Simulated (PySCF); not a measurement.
Species: C₃H₂ClN₃O.
Numbering: `[OH:1][c:2]1[n:3][cH:4][n:5][c:6]([Cl:7])[n:8]1` (hydrogens: H9 on O1; H10 on C4)

Computed by this run: PBE/def2-SVP geometry optimisation, gas phase (PySCF); density fitting, grid level 1; the optimiser is geomeTRIC in internal coordinates, started from a GFN2-xTB structure.

Step 0: E = -22156.2215 eV
```
atom  x, y, z in Å  |  force x, y, z in eV/Å
O1      0.9927   -2.8799   -2.3226   -0.534  -1.014  -0.417
C2      2.1819   -2.3824   -2.0728    0.354   0.428   0.180
N3      2.2572   -1.1416   -1.5852   -1.246   0.469   0.121
C4      3.4778   -0.7033   -1.3554   -0.019   0.040   0.012
N5      4.5885   -1.3843   -1.5683    1.288   0.308   0.184
C6      4.3998   -2.6011   -2.0533   -0.514   0.230   0.065
Cl7     5.7757   -3.5362   -2.3538    1.026  -0.671  -0.213
N8      3.2337   -3.1519   -2.3241   -0.306  -1.062  -0.425
H9      0.3156   -2.2223   -2.0974   -0.118   0.455   0.171
H10     3.5819    0.2979   -0.9596    0.069   0.815   0.322
```

Step 1: E = -22156.3258 eV
```
atom  x, y, z in Å  |  force x, y, z in eV/Å
O1      0.9719   -2.8991   -2.3306    0.042   0.070   0.031
C2      2.1753   -2.3834   -2.0738   -0.134  -0.116  -0.053
N3      2.2279   -1.1315   -1.5833   -0.041   0.061   0.020
C4      3.4690   -0.6931   -1.3520    0.015   0.093   0.037
N5      4.5994   -1.3803   -1.5658    0.173  -0.016   0.003
C6      4.3981   -2.6081   -2.0559    0.153  -0.102  -0.036
Cl7     5.8343   -3.5710   -2.3649   -0.372   0.227   0.072
N8      3.2273   -3.1722   -2.3323    0.142  -0.136  -0.041
H9      0.3282   -2.1982   -2.0873    0.016  -0.027  -0.011
H10     3.5734    0.3319   -0.9464    0.004  -0.054  -0.022
```

Task: Estimate the geometry and energy of step 2. (The exact step hangs on the optimiser's Hessian estimate; all steps are aligned on step 1, rigid shifts and turns removed.)

Result: E = -22156.3303 eV, largest force 0.285 eV/Å
```
atom  x, y, z in Å  |  force x, y, z in eV/Å
O1      0.9713   -2.9001   -2.3305    0.039   0.031   0.014
C2      2.1751   -2.3878   -2.0751   -0.061  -0.004  -0.005
N3      2.2313   -1.1337   -1.5845   -0.018   0.031   0.010
C4      3.4732   -0.6932   -1.3518   -0.048   0.012   0.001
N5      4.6048   -1.3798   -1.5653   -0.019   0.047   0.017
C6      4.3935   -2.6058   -2.0551    0.249  -0.132  -0.038
Cl7     5.8217   -3.5591   -2.3618   -0.127   0.044   0.012
N8      3.2277   -3.1775   -2.3331   -0.009  -0.022  -0.007
H9      0.3289   -2.1984   -2.0885    0.002  -0.003  -0.001
H10     3.5773    0.3302   -0.9466   -0.008  -0.004  -0.003
```

The energy changes by -0.0046 eV. The first-order estimate −F·Δx gives -0.0088 eV and the mean of the old and new forces, exact on a quadratic surface, -0.0046 eV. The step makes an angle of 48° with the force vector and moves no atom by more than 0.018 Å.

The cost below is that of the whole optimisation. Hardware: an Arm Neoverse V1 with one thread (shared host). Cost: 49 s, 0.59 GiB resident at most.
